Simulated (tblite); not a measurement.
A geometry optimisation, step by step.

Compound: C4H14OSi3.
Atom-mapped SMILES: `[OH:1][Si@@H:2]([SiH3:3])[SiH2:4][CH:5]1[CH2:6][CH2:7][CH2:8]1` (hydrogens: H9 on O1; H10 on Si2; H11, H12, H13 on Si3; H14, H15 on Si4; H16 on C5; H17, H18 on C6; H19, H20 on C7; H21, H22 on C8)

Computed with GFN2-xTB (tblite), gas phase: L-BFGS steps from a force-field or distance-geometry start until the largest atomic force falls under 0.01 eV/Å. 5 of its 100 geometries are shown.

Step 0: E = -678.9338 eV, largest atomic force 1.722 eV/Å
```
atom  x, y, z in Å  |  force x, y, z in eV/Å
O1      1.547    0.789    2.351    0.316   0.889  -0.178
Si2     2.051    1.039    0.778   -0.107  -0.188   0.146
Si3     3.269   -0.760   -0.028   -0.022  -0.075   0.290
Si4     0.262    1.279   -0.668   -0.022   0.234   0.324
C5     -0.845   -0.285   -0.581   -0.164   1.708  -0.148
C6     -2.228   -0.165   -1.287    0.253  -1.051  -0.174
C7     -2.784   -1.038   -0.147   -0.244   0.811   0.531
C8     -1.619   -0.506    0.733   -0.212  -1.029  -0.185
H9      1.491    1.576    2.921   -0.028  -0.790  -0.419
H10     2.870    2.275    0.795   -0.050  -0.067   0.085
H11     4.453   -1.020    0.813   -0.078  -0.156  -0.239
H12     3.719   -0.475   -1.415   -0.087  -0.142   0.332
H13     2.413   -1.982   -0.054    0.368   0.263  -0.055
H14     0.761    1.490   -2.047   -0.219  -0.036   0.178
H15    -0.525    2.482   -0.261   -0.055  -0.292  -0.303
H16    -0.291   -1.173   -0.899   -0.298   0.043   0.093
H17    -2.661    0.843   -1.306    0.325  -0.342   0.129
H18    -2.292   -0.609   -2.284   -0.019   0.163   0.006
H19    -2.731   -2.114   -0.338    0.139   0.306  -0.014
H20    -3.786   -0.788    0.205   -0.052  -0.080  -0.038
H21    -1.893    0.399    1.296    0.207  -0.278  -0.446
H22    -1.192   -1.238    1.420    0.052   0.109   0.083
```

Step 25: E = -679.2582 eV, largest atomic force 0.138 eV/Å
```
atom  x, y, z in Å  |  force x, y, z in eV/Å
O1      1.766    0.749    2.274   -0.049   0.032  -0.030
Si2     2.075    1.061    0.693    0.016  -0.077   0.029
Si3     3.320   -0.780    0.072    0.036  -0.089  -0.008
Si4     0.190    1.404   -0.615   -0.010   0.129   0.047
C5     -0.872   -0.166   -0.572   -0.037   0.000  -0.027
C6     -2.225   -0.204   -1.302   -0.075  -0.052  -0.026
C7     -2.814   -0.985   -0.118    0.021   0.005  -0.028
C8     -1.609   -0.542    0.724   -0.091  -0.074   0.049
H9      1.342    1.379    2.851   -0.013  -0.020  -0.003
H10     2.870    2.301    0.675    0.058   0.119  -0.001
H11     4.519   -1.110    0.851   -0.035   0.026   0.011
H12     3.789   -0.555   -1.303   -0.012  -0.050   0.008
H13     2.515   -2.012    0.050    0.051   0.049  -0.018
H14     0.609    1.617   -2.008   -0.026  -0.007  -0.035
H15    -0.712    2.535   -0.317    0.009  -0.026   0.048
H16    -0.269   -1.017   -0.896    0.040  -0.047  -0.027
H17    -2.673    0.783   -1.407    0.016  -0.003  -0.019
H18    -2.229   -0.703   -2.269   -0.055   0.009  -0.037
H19    -2.811   -2.061   -0.299   -0.022   0.058   0.017
H20    -3.806   -0.690    0.231    0.134   0.009  -0.033
H21    -1.848    0.320    1.345    0.039   0.033   0.008
H22    -1.138   -1.304    1.340    0.004  -0.026   0.075
```

Step 50: E = -679.2841 eV, largest atomic force 0.029 eV/Å
```
atom  x, y, z in Å  |  force x, y, z in eV/Å
O1      1.753    0.739    2.184   -0.012  -0.004   0.009
Si2     2.103    1.068    0.615   -0.019   0.000   0.009
Si3     3.364   -0.795    0.088   -0.003   0.003  -0.001
Si4     0.157    1.426   -0.601    0.022   0.018   0.004
C5     -0.854   -0.183   -0.593    0.000   0.000   0.000
C6     -2.211   -0.221   -1.321   -0.009  -0.005   0.007
C7     -2.818   -0.939   -0.109   -0.007  -0.005  -0.001
C8     -1.579   -0.563    0.713   -0.004  -0.004  -0.002
H9      1.222    1.310    2.732    0.004   0.012   0.004
H10     2.888    2.324    0.627    0.001   0.002  -0.024
H11     4.524   -1.039    0.948    0.007  -0.012   0.005
H12     3.882   -0.692   -1.282   -0.003   0.007  -0.004
H13     2.563   -2.026    0.122    0.017  -0.004   0.004
H14     0.416    1.767   -2.007    0.009   0.008  -0.004
H15    -0.753    2.479   -0.105   -0.001  -0.003   0.004
H16    -0.234   -1.019   -0.926    0.003   0.007  -0.007
H17    -2.635    0.770   -1.476    0.011  -0.003   0.011
H18    -2.234   -0.759   -2.268   -0.006  -0.007   0.011
H19    -2.905   -2.013   -0.262   -0.008  -0.002  -0.001
H20    -3.773   -0.557    0.252    0.002   0.006   0.001
H21    -1.761    0.294    1.362    0.007   0.004  -0.012
H22    -1.125   -1.355    1.307   -0.011  -0.016  -0.012
```

Step 74: E = -679.2871 eV, largest atomic force 0.032 eV/Å
```
atom  x, y, z in Å  |  force x, y, z in eV/Å
O1      1.750    0.775    2.201    0.003  -0.003  -0.023
Si2     2.094    1.051    0.620    0.018   0.008   0.004
Si3     3.375   -0.805    0.110   -0.007   0.013   0.014
Si4     0.149    1.419   -0.592   -0.031   0.000   0.007
C5     -0.858   -0.194   -0.615    0.012   0.003   0.002
C6     -2.223   -0.221   -1.330    0.021   0.000   0.004
C7     -2.833   -0.919   -0.107    0.005   0.001   0.001
C8     -1.567   -0.591    0.695   -0.003  -0.001   0.009
H9      1.227    1.373    2.728    0.005   0.004   0.013
H10     2.887    2.303    0.580   -0.004  -0.008   0.002
H11     4.546   -1.021    0.966   -0.005  -0.005  -0.004
H12     3.881   -0.681   -1.262    0.007  -0.003  -0.006
H13     2.615   -2.061    0.143   -0.002   0.012   0.011
H14     0.403    1.805   -1.987    0.007  -0.003  -0.013
H15    -0.765    2.453   -0.064    0.005  -0.001  -0.003
H16    -0.235   -1.019   -0.967   -0.003  -0.012  -0.011
H17    -2.634    0.774   -1.496    0.002  -0.007  -0.003
H18    -2.259   -0.775   -2.266   -0.011   0.015   0.000
H19    -2.966   -1.989   -0.258   -0.011  -0.005  -0.006
H20    -3.763   -0.499    0.271    0.000  -0.001   0.003
H21    -1.713    0.252    1.370   -0.004   0.011   0.010
H22    -1.122   -1.410    1.257   -0.003  -0.019  -0.010
```

Step 99: E = -679.2914 eV, largest atomic force 0.009 eV/Å
```
atom  x, y, z in Å  |  force x, y, z in eV/Å
O1      1.801    0.866    2.212    0.001   0.006  -0.001
Si2     2.096    1.070    0.610    0.005   0.002   0.001
Si3     3.398   -0.787    0.173   -0.003  -0.002   0.000
Si4     0.123    1.383   -0.573   -0.006   0.005   0.001
C5     -0.867   -0.239   -0.660    0.003   0.003   0.000
C6     -2.250   -0.198   -1.340    0.002   0.002   0.000
C7     -2.872   -0.867   -0.107    0.005   0.000   0.003
C8     -1.541   -0.715    0.643    0.001   0.002   0.001
H9      1.336    1.508    2.740   -0.007  -0.001   0.004
H10     2.869    2.329    0.493    0.003   0.000  -0.004
H11     4.577   -0.952    1.029   -0.007  -0.001  -0.001
H12     3.899   -0.731   -1.206   -0.003   0.001  -0.002
H13     2.647   -2.044    0.276   -0.001  -0.003   0.005
H14     0.366    1.812   -1.959   -0.004   0.000   0.006
H15    -0.805    2.388   -0.013    0.004  -0.007  -0.005
H16    -0.251   -1.033   -1.089   -0.001  -0.005   0.001
H17    -2.619    0.812   -1.511    0.003   0.004   0.000
H18    -2.332   -0.756   -2.271   -0.003   0.000   0.000
H19    -3.154   -1.905   -0.276    0.003   0.002  -0.002
H20    -3.719   -0.342    0.332    0.001  -0.008   0.000
H21    -1.578    0.048    1.420    0.006   0.000   0.000
H22    -1.137   -1.628    1.078   -0.001   0.001  -0.006
```

Q: Summarise the path.

A: The energy falls by 34.50 kJ/mol from step 0 to step 99; nine tenths of that is first reached at step 25. It falls at every step. The largest force goes from 1.722 to 0.009 eV/Å. Among the bonds O1–Si2 changes most, from 1.671 to 1.641 Å; the atoms move by 0.327 Å rms after alignment.

Q: Follow the three bonds and two angles with the largest change from start to end.

A: 
| step | E above end (kJ/mol) | largest force (eV/Å) | O1–Si2 (Å) | Si3–H13 (Å) | O1–H9 (Å) | Si3–Si2–Si4 (°) | O1–Si2–Si3 (°) |
| --- | --- | --- | --- | --- | --- | --- | --- |
| 0 | 34.50 | 1.722 | 1.671 | 1.492 | 0.973 | 105.7 | 111.7 |
| 4 | 14.91 | 0.305 | 1.640 | 1.464 | 0.953 | 107.2 | 111.7 |
| 9 | 8.32 | 0.212 | 1.644 | 1.467 | 0.953 | 110.0 | 107.2 |
| 13 | 6.40 | 0.129 | 1.644 | 1.469 | 0.953 | 111.0 | 105.8 |
| 17 | 5.19 | 0.111 | 1.643 | 1.469 | 0.953 | 111.7 | 105.3 |
| 22 | 4.14 | 0.113 | 1.643 | 1.468 | 0.954 | 112.9 | 103.6 |
| 26 | 2.93 | 0.142 | 1.639 | 1.470 | 0.955 | 114.4 | 101.6 |
| 30 | 2.18 | 0.070 | 1.641 | 1.467 | 0.953 | 115.3 | 101.0 |
| 34 | 1.76 | 0.068 | 1.639 | 1.471 | 0.953 | 115.9 | 100.3 |
| 39 | 1.26 | 0.070 | 1.641 | 1.467 | 0.953 | 116.4 | 100.0 |
| 43 | 0.94 | 0.066 | 1.641 | 1.469 | 0.952 | 116.6 | 100.1 |
| 47 | 0.78 | 0.071 | 1.642 | 1.468 | 0.953 | 117.1 | 100.0 |
| 52 | 0.68 | 0.042 | 1.641 | 1.469 | 0.952 | 117.7 | 99.9 |
| 56 | 0.62 | 0.027 | 1.641 | 1.468 | 0.953 | 117.9 | 100.1 |
| 60 | 0.58 | 0.029 | 1.641 | 1.468 | 0.953 | 118.0 | 100.5 |
| 65 | 0.52 | 0.036 | 1.641 | 1.468 | 0.952 | 118.4 | 100.6 |
| 69 | 0.47 | 0.024 | 1.641 | 1.468 | 0.953 | 118.3 | 101.1 |
| 73 | 0.43 | 0.031 | 1.641 | 1.468 | 0.953 | 118.4 | 101.1 |
| 77 | 0.39 | 0.032 | 1.641 | 1.468 | 0.953 | 118.4 | 101.3 |
| 82 | 0.28 | 0.049 | 1.642 | 1.467 | 0.953 | 118.5 | 101.1 |
| 86 | 0.19 | 0.040 | 1.641 | 1.468 | 0.953 | 118.9 | 100.9 |
| 90 | 0.09 | 0.048 | 1.641 | 1.467 | 0.953 | 119.0 | 100.9 |
| 95 | 0.03 | 0.034 | 1.641 | 1.468 | 0.953 | 119.4 | 100.7 |
| 99 | 0.00 | 0.009 | 1.641 | 1.468 | 0.953 | 119.4 | 100.7 |

The cost below is that of the whole relaxation. On an Arm Neoverse V1 with one thread, shared host with 32 logical CPUs at a one-minute load of 19, this took 1.1 s wall.
